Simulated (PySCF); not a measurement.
PySCF was given this input:
```python
from pyscf import gto, scf, dft

mol = gto.Mole()
mol.atom = '''
    O    -1.06675931   -0.54177422    0.00281531
    C    -0.01213562    0.47127289   -0.00863540
    O     1.17147301    0.15467085    0.04758702
    H    -0.74142530   -1.36858258    0.11488708
    H    -0.38774824    1.47593845   -0.05012512
'''
mol.basis = '6-31g'
mol.verbose = 4
mol.build()

mf = dft.RKS(mol)
mf.xc = 'pbe'
mf.kernel()
g = mf.nuc_grad_method()
grad = g.kernel()
```

Q: Predict the HOMO energy from PySCF with PBE/6-31G, gradient.

A: -6.75 eV

Q: What dipole moment does PBE/6-31G, gradient give?

A: 0.93 D

Q: Give the total energy at the level PBE/6-31G, gradient.

A: -189.475585 Ha

Q: Estimate the HOMO-LUMO gap that PBE/6-31G, gradient returns for this input.

A: 4.90 eV
